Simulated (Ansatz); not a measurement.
`[CH3][Nb]([NH2])(=[O])[F]` + HCl → `[CH3][Nb]([NH2])(=[O])[Cl]` + H–F at 700 K and 1 bar (ligand exchange at the Nb–F bond).

Program: Ansatz. Geometries: PBE0-D4/def2-TZVP. ΔE: electronic, gas phase. CCSD(T)/CBS is the MP2 limit (def2-TZVPP, def2-QZVPP) plus CCSD(T) − MP2 in def2-TZVPP, frozen cores. This one scheme is used for every species. def2 core potentials past Kr. For Nb outer-core shells are correlated without core-valence functions, which leaves a few kJ/mol of doubt a bond. One conformer a species, not always the lowest.

```csv
species,CCSD(T)/CBS energy (Eh),H − E (kJ/mol),S (J/(mol·K))
`[CH3][Nb]([NH2])(=[O])[F]`,-327.80729,254.9,486.8
HCl,-460.38127,38.4,211.8
`[CH3][Nb]([NH2])(=[O])[Cl]`,-687.79435,254.2,500.2
H–F,-100.39570,45.2,198.5
```

H − E and S are ideal-gas, rigid-rotor, harmonic terms from PBE0-D4/def2-TZVP, for one conformer and one mirror image of each species. 1 Eh = 2625.50 kJ/mol, R = 8.31446 J/(mol·K).

**Question.** By hand: ΔE, ΔH, ΔS and ΔG.

**Answer.** ΔE = (-687.79435) + (-100.39570) − (-327.80729) − (-460.38127) = -0.00149 Eh = -3.9 kJ/mol. Δ(H − E) = 254.2 + 45.2 − 254.9 − 38.4 = 6.1, so ΔH = 2.2 kJ/mol. ΔS = 500.2 + 198.5 − 486.8 − 211.8 = 0.1 J/(mol·K). ΔG = 2.2 − 700 × (0.1)/1000 = 2.1 kJ/mol.

**Question.** By hand: the equilibrium constant, and the temperature at which ΔG would vanish if ΔH and ΔS stayed fixed.

**Answer.** log₁₀ K = −ΔG/(RT ln 10) = -0.2. ΔG = 0 at ΔH/ΔS = 22000 K, far beyond where these terms or the molecules hold.

The number of gas molecules stays the same, so ΔS is small and ΔH decides. The sign of ΔG lies within the doubt. A doubt of 5 kJ/mol in ΔE shifts log₁₀ K by 0.4 here. Other conformers and mirror images would add mixing entropy, several J/(mol·K) or more a flexible species. These are equilibria of isolated gas molecules and say nothing of rates. Largest T1 diagnostic: 0.022 (customary marks: 0.02 for closed shells, 0.045 for open ones).
